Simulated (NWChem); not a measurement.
**Atomisation of F2Zn**

```
Zn
F 1 1.7300
F 1 1.7300 2 180.00
```
Charge 0, spin multiplicity 1.

Program: NWChem. All single points use one geometry, from PBE0/def2-SVP, a minimum by its harmonic frequencies.

Basis set: def2-TZVP. The atomisation energy is electronic alone: no zero-point, thermal, spin-orbit or counterpoise terms. No value is extrapolated to the basis-set limit. Free atoms are single determinants with multiplicities Zn 1, F 2. Correlated methods freeze the same cores in atoms and molecule, 11 orbitals in all.

| method | atomisation energy (kcal/mol) | relative cost |
|---|---|---|
| B3LYP | 180.5 | under 3 |
| BP86 | 191.1 | under 3 |
| MP2 | 203.7 | under 3 |
| PBE | 193.6 | under 3 |
| BLYP | 184.7 | under 3 |
| LDA (SVWN5) | 228.9 | under 3 |
| HF | 124.0 | 1 |
| PBE0 | 183.3 | under 3 |
| M06-2X | 187.3 | under 3 |

The values span 104.9 kcal/mol, from HF (lowest) to LDA (SVWN5) (highest). Relative cost: rough, from shared machines, SCF included, HF = 1. Costs are the molecule's.

B3LYP has NWChem's definition, with VWN1-RPA local correlation. The structure started from a generated list of species. No SCF solution was tested for a lower state. Open-shell Hartree-Fock references start from PBE0 orbitals; any time given for them includes that run.
